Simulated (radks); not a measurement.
Spherical quantum dot in the effective-mass picture: electrons in a well V = -V0 / (1 + exp((r - R)/a)) with V0 = 18.3, R = 3.46, a = 0.29, all in effective atomic units (hartree* = m*/eps^2 hartree, bohr* = eps/m* bohr), one dielectric constant everywhere. Calculated with a radial shooting solver with Libxc functionals: non-relativistic Kohn-Sham, LDA (Slater exchange, Perdew-Wang correlation), spin-polarised, spherical densities. Levels are named by radial order and angular momentum (1s, 1p, 1d, 2s, ...), and open shells are averaged over m.

N = 9, configuration 1s2 1p6 1d(up 1, down 0). This is the lowest configuration that the search found. Occupied and some empty levels:

level    occupation  eigenvalue (hartree*)  <r> (bohr*)
1s up             1                -13.900        1.828
1s down           1                -13.878        1.823
1p up             3                -13.520        2.024
1p down           3                -13.495        2.023
1d up             1                -12.965        2.168
1d down           0                -12.939        2.168
2s up             0                -12.388        1.596
2s down           0                -12.374        1.598
1f up             0                -12.269        2.283
1f down           0                -12.242        2.283
2p up             0                -11.531        1.831
2p down           0                -11.515        1.831

Energy (hartree*): total -139.025, kinetic 7.2412, external -161.05, Hartree 18.330, exchange-correlation -3.5444.

Electron density:

r (bohr*)  n(r) (e/bohr*^3)
0.0825              0.03912
0.290               0.04414
0.497               0.05458
0.704               0.06994
0.912               0.08912
1.12                 0.1101
1.33                 0.1298
1.53                 0.1440
1.74                 0.1482
1.95                 0.1389
2.15                 0.1160
2.36                0.08384
2.57                0.05077
2.78                0.02470
2.98               0.009240
3.19               0.002544
3.40              0.0005157
3.61             0.00007872
3.81              9.647e-06
4.02              1.021e-06
